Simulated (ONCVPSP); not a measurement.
## Transferability test, ONCV potential for bismuth (Bi)

ONCVPSP 4.0.1 input, shortened (lines: element, Z, core and valence counts, functional; n l f; lmax; l rc ep ncon nbas qcut; lloc lpopt rc5 dvloc0; l nproj debl; icmod fcfact rcfact), LDA (Perdew-Wang 92), scalar-relativistic:

```
  Bi 83.00   13    2  -001012      upf
    1    0    2.00
    2    0    2.00
    2    1    6.00
    3    0    2.00
    3    1    6.00
    3    2   10.00
    4    0    2.00
    4    1    6.00
    4    2   10.00
    4    3   14.00
    5    0    2.00
    5    1    6.00
    5    2   10.00
    6    0    2.00
    6    1    2.00
    2
    0    2.00    0.00    3    6    3.50
    1    2.55    0.00    4    7    3.50
    2    2.15    0.42    3    6    5.10
    0    5    2.00    0.00
    0    0    2.30
    1    2    1.70
    2    1    1.10
    1    0.55    0.00
```

Energies are relative to the spin-unpolarised reference configuration 6s2 6p2; without spin polarisation the order of configurations can differ from experiment.

```json
{"valence configuration": "6s2 6p1", "charge": "+2", "ΔE all-electron (eV)": "15.559", "error AE − PS (meV)": "-32"}
{"valence configuration": "6s2 6p0", "charge": "+3", "ΔE all-electron (eV)": "39.269", "error AE − PS (meV)": "-159"}
{"valence configuration": "6s2 6p2.5", "charge": "+0.5", "ΔE all-electron (eV)": "-4.943", "error AE − PS (meV)": "-0.7"}
```

What are ΔE and the potential's error for 6s2 6p3?

ΔE = -8.148 eV all-electron; the error (AE − PS) is -5.2 meV.

Levels in the configuration 6s2 6p1:

```json
{"level": "6s", "all-electron (eV)": "-31.119", "pseudo (eV)": "-31.215"}
{"level": "6p", "all-electron (eV)": "-19.543", "pseudo (eV)": "-19.601"}
```
